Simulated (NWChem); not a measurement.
System: SnH₄S; SMILES [SH][SnH3]

NWChem input:

```
start job
memory heap 200 mb stack 900 mb global 1100 mb
geometry units angstroms noautoz
  Sn    -0.000706     0.581743    -0.000467
  S      0.076350    -1.864321    -0.001466
  H     -0.825450     1.147617    -1.411017
  H      1.655930     1.054385    -0.016067
  H     -0.798482     1.148510     1.425184
  H     -1.280841    -1.987067     0.002761
end
basis spherical
  Sn library def2-svp
  S library def2-svp
  H library def2-svp
end
ecp
  Sn library def2-ecp
end
dft
  xc b3lyp
  grid fine
  iterations 150
  mulliken
end
task dft gradient
```

Output (shortened):

```
             Northwest Computational Chemistry Package (NWChem) 7.3.0
             --------------------------------------------------------

 C1  symmetry detected

                             Geometry "geometry" -> ""
                             -------------------------

 Output coordinates in angstroms (scale by  1.889725989 to convert to a.u.)

  No.       Tag          Charge          X              Y              Z
 ---- ---------------- ---------- -------------- -------------- --------------
    1 Sn                  50.0000     0.00857140     0.57280095     0.00000152
    2 S                   16.0000     0.04982094    -1.87412900     0.00003400
    3 H                    1.0000    -0.80364862     1.15015983    -1.41315902
    4 H                    1.0000     1.67198630     1.02114153    -0.01087145
    5 H                    1.0000    -0.78501477     1.15171297     1.42310870
    6 H                    1.0000    -1.30902777    -1.97699771     0.00030148

 Effective nuclear repulsion energy (a.u.)     242.8305109025

                                 NWChem DFT Module
                                 -----------------

 Summary of "ao basis" -> "ao basis" (spherical)
 ------------------------------------------------------------------------------
       Tag                 Description            Shells   Functions and Types
 ---------------- ------------------------------  ------  ---------------------
 Sn                         def2-svp                10       26   4s4p2d
 S                          def2-svp                 8       18   4s3p1d
 H                          def2-svp                 3        5   2s1p

            General Information
            -------------------
          SCF calculation type: DFT
          Wavefunction type:  closed shell.
          No. of atoms     :     6
          No. of electrons :    42
           Alpha electrons :    21
            Beta electrons :    21
          Charge           :     0
          Spin multiplicity:     1
          Use of symmetry is: off; symmetry adaption is: off
          Maximum number of iterations: 150
          AO basis - number of functions:    64
                     number of shells:    30
          Convergence on energy requested:  1.00D-06
          Convergence on density requested:  1.00D-05
          Convergence on gradient requested:  5.00D-04

              XC Information
              --------------
                         B3LYP Method XC Potential
                     Hartree-Fock (Exact) Exchange  0.200
                        Slater Exchange Functional  0.800 local
                    Becke 1988 Exchange Functional  0.720 non-local
              Lee-Yang-Parr Correlation Functional  0.810
                  VWN I RPA Correlation Functional  0.190 local

             Grid Information
             ----------------
          Grid used for XC integration:  fine
          Radial quadrature: Mura-Knowles
          Angular quadrature: Lebedev.
          Tag              B.-S. Rad. Rad. Pts. Rad. Cut. Ang. Pts.
          ---              ---------- --------- --------- ---------
          Sn                  1.45      141          10.0       974
          S                   1.00      123          10.0       770
          H                   0.35       60          11.0       590
          Grid pruning is: on
          Number of quadrature shells:   504
          Spatial weights used:  Erf1

      Superposition of Atomic Density Guess
      -------------------------------------

 Sum of atomic energies:        -648.44017749

      Non-variational initial energy
      ------------------------------

 Total energy =    -612.930108
 1-e energy   =   -1156.674364
 2-e energy   =     428.685617
 HOMO         =      -0.303327
 LUMO         =       0.028674

     ---------------------------------------------
      Total Density - Mulliken Population Analysis
     ---------------------------------------------

    Atom       Charge   Shell Charges
 -----------   ------   -------------------------------------------------------
    1 Sn  22    21.28   1.60  0.42  0.93  0.34  3.25  2.75  1.19  0.71  9.75  0.34
    2 S   16    16.58   2.00  1.99  1.21  0.66  5.94  1.81  2.95  0.02
    3 H    1     1.12   0.65  0.46  0.01
    4 H    1     1.11   0.65  0.45  0.01
    5 H    1     1.12   0.65  0.46  0.01
    6 H    1     0.79   0.57  0.19  0.03

   convergence    iter        energy       DeltaE   RMS-Dens  Diis-err
 ---------------- ----- ----------------- --------- --------- ---------
 d= 0,ls=0.0,diis     1   -614.8173936057 -7.30D+02  1.52D-02  2.05D-01
 d= 0,ls=0.0,diis     2   -614.8276419552 -1.02D-02  8.15D-03  1.31D-01
 d= 0,ls=0.0,diis     3   -614.8497289271 -2.21D-02  2.26D-03  1.54D-02
 d= 0,ls=0.0,diis     4   -614.8521614658 -2.43D-03  3.61D-04  4.20D-04
 d= 0,ls=0.0,diis     5   -614.8522253046 -6.38D-05  8.48D-05  2.01D-05
  Resetting Diis
 d= 0,ls=0.0,diis     6   -614.8522288378 -3.53D-06  1.30D-05  4.50D-07
 d= 0,ls=0.0,diis     7   -614.8522289297 -9.19D-08  4.31D-06  1.46D-08

         Total DFT energy =     -614.852228929738
      One electron energy =    -1157.907062189365
           Coulomb energy =      473.274299343867
    Exchange-Corr. energy =      -45.278105125259
 Nuclear repulsion energy =      115.058639041019

 Numeric. integr. density =       41.999999333985

                       DFT Final Molecular Orbital Analysis
                       ------------------------------------

 Vector   19  Occ=2.000000D+00  E=-3.339806D-01
              MO Center=  6.6D-01,  7.2D-01, -8.2D-03, r^2= 3.1D+00
   Bfn.  Coefficient  Atom+Function         Bfn.  Coefficient  Atom+Function
  ----- ------------  ---------------      ----- ------------  ---------------
    50      0.379880  4 H  s                 11      0.351331  1 Sn px
    51      0.236819  4 H  s                 45     -0.153783  3 H  s
    55     -0.151130  5 H  s                 14      0.134352  1 Sn px
     8     -0.123390  1 Sn px                 5     -0.115309  1 Sn px
    60      0.111002  6 H  s                 46     -0.096582  3 H  s

 Vector   20  Occ=2.000000D+00  E=-3.081379D-01
              MO Center= -2.5D-02, -1.2D+00, -6.7D-04, r^2= 3.3D+00
   Bfn.  Coefficient  Atom+Function         Bfn.  Coefficient  Atom+Function
  ----- ------------  ---------------      ----- ------------  ---------------
    38      0.444019  2 S  py                35      0.356562  2 S  py
    12     -0.304066  1 Sn py                32      0.203875  2 S  py
    30     -0.178891  2 S  s                 29     -0.148670  2 S  s
    37     -0.139376  2 S  px                45     -0.119886  3 H  s
    55     -0.118910  5 H  s                 15     -0.117147  1 Sn py

 Vector   21  Occ=2.000000D+00  E=-2.495052D-01
              MO Center= -2.6D-02, -1.6D+00,  1.0D-03, r^2= 2.2D+00
   Bfn.  Coefficient  Atom+Function         Bfn.  Coefficient  Atom+Function
  ----- ------------  ---------------      ----- ------------  ---------------
    39      0.629471  2 S  pz                36      0.439975  2 S  pz
    33      0.251058  2 S  pz                56     -0.141434  5 H  s
    46      0.140388  3 H  s                 55     -0.103970  5 H  s
    45      0.103300  3 H  s                 16      0.090997  1 Sn pz
    18      0.077362  1 Sn d -1              23     -0.047535  1 Sn d -1

 Vector   22  Occ=0.000000D+00  E=-2.717864D-02
              MO Center= -1.3D-01,  2.3D-03,  1.2D-03, r^2= 4.9D+00
   Bfn.  Coefficient  Atom+Function         Bfn.  Coefficient  Atom+Function
  ----- ------------  ---------------      ----- ------------  ---------------
    15     -0.690682  1 Sn py                 3      0.647856  1 Sn s
    38     -0.617887  2 S  py                30     -0.470000  2 S  s
     4      0.402819  1 Sn s                 12     -0.296677  1 Sn py
    35     -0.258714  2 S  py                46     -0.231294  3 H  s
    56     -0.231662  5 H  s                  2     -0.210529  1 Sn s

 Vector   23  Occ=0.000000D+00  E= 5.949515D-03
              MO Center= -1.1D-01,  7.0D-01, -1.4D-03, r^2= 5.2D+00
   Bfn.  Coefficient  Atom+Function         Bfn.  Coefficient  Atom+Function
  ----- ------------  ---------------      ----- ------------  ---------------
     3      0.816878  1 Sn s                 15      0.749180  1 Sn py
    46     -0.671611  3 H  s                 56     -0.667682  5 H  s
     4      0.627894  1 Sn s                 51     -0.628475  4 H  s
    30      0.451152  2 S  s                 61     -0.396050  6 H  s
    37     -0.298830  2 S  px                 2     -0.234489  1 Sn s

 Vector   24  Occ=0.000000D+00  E= 3.013472D-02
              MO Center= -3.1D-02,  2.6D-01,  8.7D-03, r^2= 5.2D+00
   Bfn.  Coefficient  Atom+Function         Bfn.  Coefficient  Atom+Function
  ----- ------------  ---------------      ----- ------------  ---------------
    14      1.311735  1 Sn px                51     -1.178530  4 H  s
    61      0.508748  6 H  s                 46      0.396500  3 H  s
    30     -0.379632  2 S  s                 56      0.375919  5 H  s
    11      0.353953  1 Sn px                50     -0.233267  4 H  s
     4      0.231156  1 Sn s                 60      0.180181  6 H  s

     ---------------------------------------------
      Total Density - Mulliken Population Analysis
     ---------------------------------------------

    Atom       Charge   Shell Charges
 -----------   ------   -------------------------------------------------------
    1 Sn  22    21.57   1.60  0.42  1.11  0.20  3.24  2.77  1.49  0.61  9.71  0.42
    2 S   16    16.24   2.00  1.98  1.26  0.62  5.93  1.80  2.61  0.04
    3 H    1     1.09   0.68  0.40  0.01
    4 H    1     1.08   0.69  0.38  0.01
    5 H    1     1.09   0.68  0.40  0.01
    6 H    1     0.93   0.71  0.19  0.03

     -------------------------------------------
      Total Density - Lowdin Population Analysis
     -------------------------------------------

    Atom       Charge   Shell Charges
 -----------   ------   -------------------------------------------------------
    1 Sn  22    21.68   1.18  0.77  0.75  0.43  3.01  2.86  1.43  0.99  9.44  0.82
    2 S   16    16.04   2.00  1.95  1.00  0.70  5.81  1.88  2.65  0.05
    3 H    1     1.09   0.60  0.46  0.02
    4 H    1     1.08   0.60  0.46  0.02
    5 H    1     1.09   0.60  0.46  0.02
    6 H    1     1.02   0.62  0.32  0.08

     Multipole analysis of the density
     ---------------------------------

     L   x y z        total         alpha         beta         nuclear
     -   - - -        -----         -----         ----         -------
     0   0 0 0      0.000000    -21.000000    -21.000000     42.000000

     1   1 0 0     -0.337411      0.058061      0.058061     -0.453533
     1   0 1 0      0.499687     15.403959     15.403959    -30.308231
     1   0 0 1      0.000077      0.000079      0.000079     -0.000081

     2   2 0 0    -29.106402    -24.931645    -24.931645     20.756888
     2   1 1 0      1.679698     -1.090174     -1.090174      3.860046
     2   1 0 1     -0.001028     -0.000474     -0.000474     -0.000079
     2   0 2 0    -31.455934   -142.530271   -142.530271    253.604607
     2   0 1 1     -0.002148     -0.002782     -0.002782      0.003415
     2   0 0 2    -31.561125    -22.962643    -22.962643     14.364160

            General Information
            -------------------
          SCF calculation type: DFT
          Wavefunction type:  closed shell.
          No. of atoms     :     6
          No. of electrons :    42
           Alpha electrons :    21
            Beta electrons :    21
          Charge           :     0
          Spin multiplicity:     1
          Use of symmetry is: off; symmetry adaption is: off
          Maximum number of iterations: 150
          AO basis - number of functions:    64
                     number of shells:    30
          Convergence on energy requested:  1.00D-06
          Convergence on density requested:  1.00D-05
          Convergence on gradient requested:  5.00D-04

              XC Information
              --------------
                         B3LYP Method XC Potential
                     Hartree-Fock (Exact) Exchange  0.200
                        Slater Exchange Functional  0.800 local
                    Becke 1988 Exchange Functional  0.720 non-local
              Lee-Yang-Parr Correlation Functional  0.810
                  VWN I RPA Correlation Functional  0.190 local

             Grid Information
             ----------------
          Grid used for XC integration:  fine
          Radial quadrature: Mura-Knowles
          Angular quadrature: Lebedev.
          Tag              B.-S. Rad. Rad. Pts. Rad. Cut. Ang. Pts.
          ---              ---------- --------- --------- ---------
          Sn                  1.45      141          10.0       974
          S                   1.00      123          10.0       770
          H                   0.35       60          11.0       590
          Grid pruning is: on
          Number of quadrature shells:   504
          Spatial weights used:  Erf1

          Convergence Information
          -----------------------
          Convergence aids based upon iterative change in
          total energy or number of iterations.
          Levelshifting, if invoked, occurs when the
          HOMO/LUMO gap drops below (HL_TOL):  1.00D-02
          DIIS, if invoked, will attempt to extrapolate
          using up to (NFOCK): 10 stored Fock matrices.

                    Damping( 0%)  Levelshifting(0.5)       DIIS
                  --------------- ------------------- ---------------
          dE  on:    start            ASAP                start
          dE off:    2 iters        150 iters           150 iters

                            NWChem DFT Gradient Module
                            --------------------------

  charge          =   0.00
  wavefunction    = closed shell

                         DFT ENERGY GRADIENTS

    atom               coordinates                        gradient
                 x          y          z           x          y          z
   1 Sn      0.016198   1.082437   0.000003   -0.000478  -0.002603   0.000004
   2 S       0.094148  -3.541590   0.000064    0.004732   0.000671   0.000004
   3 H      -1.518676   2.173487  -2.670483   -0.001106   0.000693  -0.001977
   4 H       3.159596   1.929678  -0.020544    0.002092   0.000174  -0.000015
   5 H      -1.483463   2.176422   2.689285   -0.001075   0.000699   0.001992
   6 H      -2.473704  -3.735984   0.000570   -0.004165   0.000365  -0.000007
```

Level: B3LYP/def2-SVP with def2 effective core potentials on Sn. All runs use the structure optimised with PBE-D3(BJ)/def2-SVP. def2 effective core potentials on Sn; no spin-orbit coupling.
